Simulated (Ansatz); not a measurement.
Coupled-cluster run, CH₇GaSSi, SMILES `C[SiH](S)[GaH2]`.

```yaml
crystal:
  periodic: [false, false, false]
  atoms:
    - {symbol: C, position_ang: [-0.815458, 1.634208, 0.105870]}
    - {symbol: Si, position_ang: [0.367246, 0.340171, -0.542475]}
    - {symbol: S, position_ang: [1.580802, -0.512278, 1.120673]}
    - {symbol: Ga, position_ang: [0.058885, -1.989023, -0.677837]}
    - {symbol: H, position_ang: [-1.529034, 1.193536, 0.804788]}
    - {symbol: H, position_ang: [-1.380395, 2.065458, -0.725053]}
    - {symbol: H, position_ang: [-0.276038, 2.438501, 0.610638]}
    - {symbol: H, position_ang: [1.418805, 0.966605, -1.389492]}
    - {symbol: H, position_ang: [0.530091, -0.667617, 1.944566]}
    - {symbol: H, position_ang: [1.055590, -2.842610, -1.529322]}
    - {symbol: H, position_ang: [-1.010503, -2.626961, 0.277664]}
basis:
  gaussian: {orbitals: def2-SVP}
correlation: {method: ccsd_t}
```

```sh
$ ansatz run in.yaml --threads 4 --pin off --events-out ev --progress --plain --max-ram 10444MiB
```

The program prints (abridged):

```
Functional definition: HF
1161 factors; integrals over basis functions are off by at most 1.1e-3 eV
mean field evaluation 1: about -72140.2026 eV, gradient 2.4e1 eV
mean field evaluation 2: about -72140.2060 eV, gradient 2.4e1 eV
mean field evaluation 4: about -72142.1946 eV, gradient 2.9e0 eV
mean field evaluation 8: about -72142.2281 eV, gradient 1.8e-4 eV
mean field -72142.22814155 eV, -2651.1779844435 hartree, gradient 1.3e-6 eV, S^2 0.000000; 0 other end points of the search recorded, 0 dependent functions left out
20 core orbitals not correlated: weight in the atoms' cores, before any rotation towards them, 1.000 or more for the frozen orbitals, at most 0.000 for the correlated occupied ones
reference -72142.22814155 eV, -2651.1779844435 hartree; 17, 17 occupied and 80, 80 virtual orbitals, 1161 factors
second order -16.27920409 eV of doubles, -0.00000000 eV of singles
cycle   1  -16.90182480 eV  change   -6.2e-1 eV  update   1.1e-1
cycle   2  -17.50164975 eV  change   -6.0e-1 eV  update   3.4e-2
cycle   3  -17.59727079 eV  change   -9.6e-2 eV  update   1.6e-2
cycle   4  -17.59381649 eV  change    3.5e-3 eV  update   3.9e-3
cycle   5  -17.59269940 eV  change    1.1e-3 eV  update   1.4e-3
cycle   6  -17.59225183 eV  change    4.5e-4 eV  update   5.2e-4
cycle   7  -17.59210323 eV  change    1.5e-4 eV  update   1.9e-4
cycle   8  -17.59214478 eV  change   -4.2e-5 eV  update   7.1e-5
cycle   9  -17.59215401 eV  change   -9.2e-6 eV  update   2.5e-5
perturbative correction -0.56708880 eV, -0.0208401289 hartree
Total energy: -72160.38738436 eV, -2651.8453243078 hartree
```

It took 5.5 s on 4 threads of an Arm Neoverse V2 on a shared host, with 0.55 GiB of host memory at the peak.

Correlation energy per correlated electron: -0.534 eV. T1 diagnostic: 0.0120.
